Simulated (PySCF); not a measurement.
BCl2, SMILES Cl[B]Cl, multiplicity 2.

Coordinates come from a r2SCAN-D4/def2-TZVP optimisation. The isomer is the one that the SMILES or the coordinates give; other isomers of the formula were not compared.

All values below come from r2SCAN-D4/def2-TZVP (PySCF).

Frequencies are harmonic and unscaled.

```json
[
 {"mode": "1", "ν (cm⁻¹)": "284", "IR (km/mol)": "0.6", "moving atoms (share of kinetic energy)": "Cl 81 %, B 19 %"},
 {"mode": "2", "ν (cm⁻¹)": "698", "IR (km/mol)": "21.5", "moving atoms (share of kinetic energy)": "B 67 %, Cl 33 %"},
 {"mode": "3", "ν (cm⁻¹)": "988", "IR (km/mol)": "387.6", "moving atoms (share of kinetic energy)": "B 84 %, Cl 16 %"}
]
```
